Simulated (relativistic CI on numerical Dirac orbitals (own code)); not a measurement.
# The 27-electron sequence from Co to Pd¹⁹⁺

Calculated at this level of theory: Dirac-Coulomb-Breit CI, separate exchange-only KLI orbitals for each configuration, a model potential for QED, unscaled Slater integrals (own radial code, finite nucleus).

Configurations in the expansion (outside the closed core [Ne]): 3s2 3p6 3d9, 3s2 3p5 3d10, 3s 3p6 3d10, 3s2 3p6 3d8 4s, 3s2 3p6 3d8 4p, 3s2 3p6 3d8 4d, 3s2 3p6 3d7 4s2, 3s2 3p6 3d6 4s2 4p, 3s2 3p6 3d6 4s2 4d. Double excitations out of closed p, d and f shells are left out; levels of such configurations are missing from the list, as are those of other unlisted configurations, and high levels can miss mixing partners.

Energies above each ion's lowest level, in eV. Levels are followed by their leading LS label, which can pass from one level to another where the coupling changes.

```tsv
Ion	3s2 3p6 3d8 4s 4F_9/2	3s2 3p6 3d8 4s 4F_7/2	3s2 3p6 3d8 4s 4F_5/2	3s2 3p6 3d8 4s 4F_3/2	3s2 3p6 3d8 4s 2F_7/2
Co	1.7713	1.854	1.9196	1.966	2.5817
Ni⁺	0	0.11626	0.20987	0.27583	0.90419
Cu²⁺	5.9138	6.0708	6.1999	6.2903	6.9037
Zn³⁺	14.522	14.727	14.9	15.019	15.604
Ga⁴⁺	24.741	25	25.227	25.381	25.924
Ge⁵⁺	36.456	36.778	37.069	37.262	37.753
As⁶⁺	49.601	49.99	50.36	50.598	51.025
Se⁷⁺	64.13	64.593	65.058	65.344	65.698
Br⁸⁺	80.012	80.553	81.132	81.471	81.743
Kr⁹⁺	97.222	97.845	98.561	98.953	99.138
Rb¹⁰⁺	115.74	116.45	117.33	117.77	117.87
Sr¹¹⁺	135.55	136.34	137.41	137.91	137.92
Zr¹³⁺	179	179.96	181.5	182.06	181.96
Nb¹⁴⁺	202.6	203.65	205.49	206.04	205.92
Mo¹⁵⁺	227.45	228.57	230.74	231.27	231.17
Tc¹⁶⁺	253.53	254.73	257.25	257.73	257.69
Ru¹⁷⁺	280.83	282.1	285	285.4	285.49
Rh¹⁸⁺	309.34	314.55	313.95	314.26	310.68
Pd¹⁹⁺	339.05	344.87	344.07	344.31	340.46
```

In the calculation the lowest level changes from 3s2 3p6 3d7 4s2 4F_9/2 to 3s2 3p6 3d8 4s 4F_9/2 at Ni⁺; from 3s2 3p6 3d8 4s 4F_9/2 to 3s2 3p6 3d9 2D_5/2 at Cu²⁺.

Between Z = 43 and 46 the energy of 3s2 3p6 3d8 4s 4F_9/2 follows a local power law Z^4.3. For orientation: electrostatic splittings inside a shell grow about linearly with the screened charge, excitations that change n as its square, and fine structure as its fourth power; written in Z itself the exponents are larger, since the screened charge grows faster in proportion.

For Ni⁺ NIST ASD gives another ground level, 3p6 3d9 2D5/2.

The members near neutrality are the least accurate: they can be off by several eV, miss lower levels of configurations outside the list, or start from a wrong lowest level.
